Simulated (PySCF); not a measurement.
BaCl₂, SMILES [Cl][Ba][Cl].

Geometry: B3LYP-D3(BJ)/def2-TZVP. The isomer is the one that the SMILES or the coordinates give; other isomers of the formula were not compared. The def2 effective core potentials stand for the cores of Ba; spin–orbit coupling is left out.

Method: PBE/def2-TZVPD in PySCF.

Symmetry labels are those of the subgroup C2v that the program uses (full group C2v).

Question: List the valence orbital energies around the gap with their symmetry. (The exact figures need the calculation; the answer reports its results.)

Answer: 
```json
[
 {"orbital": "HOMO−7", "symmetry": "A1", "energy (eV)": "-17.78"},
 {"orbital": "HOMO−6", "symmetry": "B2", "energy (eV)": "-17.16"},
 {"orbital": "HOMO−5", "symmetry": "A1", "energy (eV)": "-7.02"},
 {"orbital": "HOMO−4", "symmetry": "B2", "energy (eV)": "-6.69"},
 {"orbital": "HOMO−3", "symmetry": "A2", "energy (eV)": "-6.58"},
 {"orbital": "HOMO−2", "symmetry": "A1", "energy (eV)": "-6.46"},
 {"orbital": "HOMO−1", "symmetry": "B1", "energy (eV)": "-6.45"},
 {"orbital": "HOMO", "symmetry": "B2", "energy (eV)": "-6.29"},
 {"orbital": "LUMO", "symmetry": "A1", "energy (eV)": "-2.46"},
 {"orbital": "LUMO+1", "symmetry": "A1", "energy (eV)": "-1.58"},
 {"orbital": "LUMO+2", "symmetry": "B1", "energy (eV)": "-1.58"},
 {"orbital": "LUMO+3", "symmetry": "B2", "energy (eV)": "-0.89"}
]
```
